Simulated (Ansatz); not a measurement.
Relaxation of C3H8O2Si (14 atoms, charge 0, multiplicity 1), to a largest force component of 0.015 eV/Å in at most 40 steps.

These are results of RKS PBE-D4/def2-SVP in Ansatz, not measurements.

```xyz
14
Properties=species:S:1:pos:R:3
C 0.199 -2.982 -0.198
C 0.271 -1.729 0.336
O -0.011 -0.587 -0.397
Si 0.254 0.927 0.314
C -0.048 2.273 -0.933
O -0.908 1.040 1.571
H -0.129 -3.051 -1.240
H 0.392 -3.816 0.360
H 0.585 -1.573 1.411
H 1.539 1.026 0.925
H 0.057 3.261 -0.422
H 0.704 2.215 -1.706
H -1.096 2.268 -1.380
H -1.821 0.701 1.388
```

Question: Where does it end, and by what steps?

Answer: The forces met the threshold. The force dipped under the threshold on the way, but the program's further checks kept it going. After 10 steps the energy has fallen by 0.367 eV; H9 moved furthest, 0.44 Å.

```json
{"step": "0", "energy less start (eV)": "0.0000", "largest force component (eV/Å)": "3.985", "accepted": "yes"}
{"step": "1", "energy less start (eV)": "-0.2956", "largest force component (eV/Å)": "1.046", "accepted": "yes"}
{"step": "2", "energy less start (eV)": "-0.3347", "largest force component (eV/Å)": "0.367", "accepted": "yes"}
{"step": "3", "energy less start (eV)": "-0.3591", "largest force component (eV/Å)": "0.292", "accepted": "yes"}
{"step": "4", "energy less start (eV)": "-0.3636", "largest force component (eV/Å)": "0.141", "accepted": "yes"}
{"step": "5", "energy less start (eV)": "-0.3662", "largest force component (eV/Å)": "0.058", "accepted": "yes"}
{"step": "6", "energy less start (eV)": "-0.3669", "largest force component (eV/Å)": "0.028", "accepted": "yes"}
{"step": "7", "energy less start (eV)": "-0.3671", "largest force component (eV/Å)": "0.008", "accepted": "yes"}
{"step": "8", "energy less start (eV)": "-0.3672", "largest force component (eV/Å)": "0.037", "accepted": "yes"}
{"step": "9", "energy less start (eV)": "-0.3673", "largest force component (eV/Å)": "0.019", "accepted": "yes"}
{"step": "10", "energy less start (eV)": "-0.3674", "largest force component (eV/Å)": "0.005", "accepted": "yes"}
```

```xyz
14
Properties=species:S:1:pos:R:3
C 0.147 -2.935 -0.286
C 0.413 -1.743 0.274
O 0.035 -0.559 -0.288
Si 0.143 0.957 0.469
C -0.048 2.185 -0.926
O -1.008 1.125 1.676
H -0.407 -3.006 -1.233
H 0.491 -3.857 0.203
H 0.972 -1.666 1.228
H 1.445 1.045 1.205
H -0.037 3.225 -0.543
H 0.777 2.072 -1.658
H -1.002 2.022 -1.468
H -1.934 1.105 1.377
```

Whether the end is a true minimum wasn't checked by a vibrational analysis.

Run time: 23 s on 2 threads of AMD EPYC 7R43 64-Core Processor (Zen 3), on a shared host, peak memory 0.19 GiB.
